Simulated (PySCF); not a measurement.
tellurium hexafluoride (F6Te), SMILES [Te](F)(F)(F)(F)(F)F.

Coordinates come from a r2SCAN-D4/def2-SVP optimisation. The def2 effective core potentials stand for the cores of Te; spin–orbit coupling is left out.

Calculation: r2SCAN-D4/def2-SVP (PySCF 2.14.0).

Frequencies are harmonic and unscaled.

Modes within 1.5 cm⁻¹ of each other (mostly degenerate sets) share a row, with their intensities summed.

Computed harmonic wavenumbers and intensities:
```
mode   ν (cm⁻¹)  IR (km/mol)  Raman (Å⁴/amu)  depolarisation  moving atoms (share of kinetic energy)
-----  --------  -----------  --------------  --------------  --------------------------------------
1–3         184          0.0             0.0               –                                 F 100 %
4–6         277          0.0             8.7            0.75                                 F 100 %
7–9         299        154.2             0.0               –                         F 76 %, Te 24 %
10–12       650          0.0            39.4            0.00                                 F 100 %
13–15       724        289.2             0.0               –                         F 76 %, Te 24 %
```
